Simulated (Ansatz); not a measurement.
C2H6OSi can be A, `[SiH3]C1CO1`, or B, `C1OC[SiH2]1`.

Calculated with Ansatz (gas phase, PBE0-D4/def2-TZVP geometries, no zero-point term in ΔE). CCSD(T)/CBS is the MP2 limit (def2-TZVPP, def2-QZVPP) plus CCSD(T) − MP2 in def2-TZVPP, frozen cores. Functionals use def2-TZVPP. B3LYP here is the variant with VWN-RPA as its local correlation; programs differ in this.

Q: Which is lower in electronic energy at CCSD(T)/CBS, and by how much? (An estimate is asked.)

A: The calculation gave: B, by 16.3 kJ/mol.

Q: Give E(B) − E(A) in kJ/mol with r2SCAN-D4, CCSD(T)/def2-TZVPP, MP2/def2-TZVPP, CCSD(T)/def2-SVP, B3LYP, B3LYP-D4, ωB97M-V. (Estimate.)

A: Computed: r2SCAN-D4 -12.1, CCSD(T)/def2-TZVPP -13.5, MP2/def2-TZVPP -10.2, CCSD(T)/def2-SVP -1.5, B3LYP -14.5, B3LYP-D4 -15.9, ωB97M-V -18.0. None reverses the order clearly.

Q: Does the order hold for the free energy at 298.15 K (harmonic terms from PBE0-D4)? (Best estimate.)

A: Ansatz gave: Yes: G(B) − G(A) = -10.0 kJ/mol. Modes under 60 cm⁻¹, often nearly free rotors, make the harmonic entropy too high.

Largest T1 diagnostic: 0.012.

At CCSD(T), def2-SVP lies +14.8 kJ/mol from the extrapolated value and def2-TZVPP +2.8 kJ/mol. From BLYP to BHLYP (50 % exact exchange), in def2-TZVPP and without D4, E(B) − E(A) moves by −5.2 kJ/mol.
